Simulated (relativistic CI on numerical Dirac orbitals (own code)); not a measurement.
## Cl⁷⁺: sensitivity of the levels to the model

Base calculation: Dirac-Coulomb-Breit CI, orbitals from a KLI potential per configuration, a model potential for QED, unscaled Slater integrals.

CI space (outside the closed core 1s2): 2s2 2p6, 2s2 2p5 3s, 2s2 2p5 3p, 2s2 2p5 3d, 2s 2p6 3s, 2s2 2p5 4s, 2s2 2p5 4p, 2s 2p6 3p, 2s2 2p5 4d, 2s2 2p5 4f, 2s 2p6 3d, 2s2 2p4 3s2, 2s2 2p4 3s 3p, 2s2 2p4 3p2, 2s 2p6 4s, 2s2 2p4 3s 3d. Levels of other configurations are missing.

Variants: (1) valence Slater integrals scaled by 0.9; (2) non-relativistic limit; (3) one mean potential for all configurations. Shifts of the energy above 2s2 2p6 1S_0, in cm⁻¹, for the lowest level and the first level of each name with at least 55 % of one term (blank where a level changes its place among those of its configuration and J or its character, or is not in the variant):

```tsv
Level	Base	Δ(1)	Δ(2)	Δ(3)
2s2 2p6 1S_0	0	0	0	0
2s2 2p5 3s 3P°_2	1676299	+359	+6726	-1794
2s2 2p5 3s 3P°_1	1681980	+44	+1046	-1724
2s2 2p5 3s 3P°_0	1689782	+365	-6756	-1709
2s2 2p5 3s 1P°_1	1697462	-705	-1096	-1529
2s2 2p5 3p 3S_1	1784347	+3016	+835	-1819
2s2 2p5 3p 3D_3	1803393	+619	+3497	-1579
2s2 2p5 3p 3D_2	1804661	+378	+2228	-1594
2s2 2p5 3p 3D_1	1809417	+184	-2528	-1551
2s2 2p5 3p 3P_2	1814417	-520		-1594
2s2 2p5 3p 3P_0	1822412	-688	-3638	-1489
2s2 2p5 3p 3P_1	1824951	-511	-6177	-1490
2s2 2p5 3p 1S_0	1899216	-9158	-1052	+3951
2s2 2p5 3d 3P°_0	1963309	+1435	+3311	-665
2s2 2p5 3d 3P°_1	1964892	+1377	+1729	-643
2s2 2p5 3d 3P°_2	1968218	+1242	-1597	-600
2s2 2p5 3d 3F°_4	1972120	+436	+3367	-501
2s2 2p5 3d 3F°_3	1974839	+244	+648	-441
2s2 2p5 3d 3F°_2	1979049	+32	-3563	-399
2s2 2p5 3d 3D°_1	1991002	-948	-2722	-163
2s2 2p5 3d 3D°_2	1993657	-649		-181
2s2 2p5 3d 1P°_1	2020021	-3702	-2192	+821
```

At this charge configurations can still be misplaced by up to about 7 % of their energy.

Ionisation energy from the two ground configurations alone: base 346.725 eV. The NIST ASD value (measured) is 348.306 eV.

LS names give the leading component of a level, which can be under half, so a name can repeat, a term be missing and a line seem to break the LS rules.
